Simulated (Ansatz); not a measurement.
`O[Si]([SiH3])(Cl)Br` + CH₃SH → `CS[SiH3]` + `O[SiH](Cl)Br` at 700 K and 1 bar (cleavage of the Si–Si bond).

Isolated molecules relaxed with PBE0-D4/def2-TZVP in Ansatz; ΔE leaves out vibrations. CCSD(T)/CBS is the MP2 limit (def2-TZVPP, def2-QZVPP) plus CCSD(T) − MP2 in def2-TZVPP, frozen cores. This one scheme is used for every species. For Br outer-core shells are correlated without core-valence functions, which leaves a few kJ/mol of doubt a bond. Scalar relativity is left out up to krypton. Each species was taken in one conformer, which may not be the lowest.

```tsv
species	CCSD(T)/CBS energy (Eh)	H − E (kJ/mol)	S (J/(mol·K))
`O[Si]([SiH3])(Cl)Br`	-3688.98681	197.3	520.6
CH₃SH	-438.22835	160.2	309.0
`CS[SiH3]`	-728.52947	230.7	406.0
`O[SiH](Cl)Br`	-3398.70645	126.1	415.8
```

H − E and S are ideal-gas, rigid-rotor, harmonic terms from PBE0-D4/def2-TZVP, for one conformer and one mirror image of each species. 1 Eh = 2625.50 kJ/mol, R = 8.31446 J/(mol·K).

Task: By hand: ΔE, ΔH, ΔS and ΔG.

Result: ΔE = (-728.52947) + (-3398.70645) − (-3688.98681) − (-438.22835) = -0.02076 Eh = -54.5 kJ/mol. Δ(H − E) = 230.7 + 126.1 − 197.3 − 160.2 = -0.7, so ΔH = -55.2 kJ/mol. ΔS = 406.0 + 415.8 − 520.6 − 309.0 = -7.8 J/(mol·K). ΔG = -55.2 − 700 × (-7.8)/1000 = -49.7 kJ/mol.

Task: By hand: the equilibrium constant, and the temperature at which ΔG would vanish if ΔH and ΔS stayed fixed.

Result: log₁₀ K = −ΔG/(RT ln 10) = 3.7. ΔG = 0 at ΔH/ΔS = 7077 K, far beyond where these terms or the molecules hold.

The number of gas molecules stays the same, so ΔS is small and ΔH decides. A doubt of 5 kJ/mol in ΔE shifts log₁₀ K by 0.4 here. Other conformers and mirror images would add mixing entropy, several J/(mol·K) or more a flexible species. These are equilibria of isolated gas molecules and say nothing of rates. Largest T1 diagnostic: 0.010 (customary marks: 0.02 for closed shells, 0.045 for open ones).
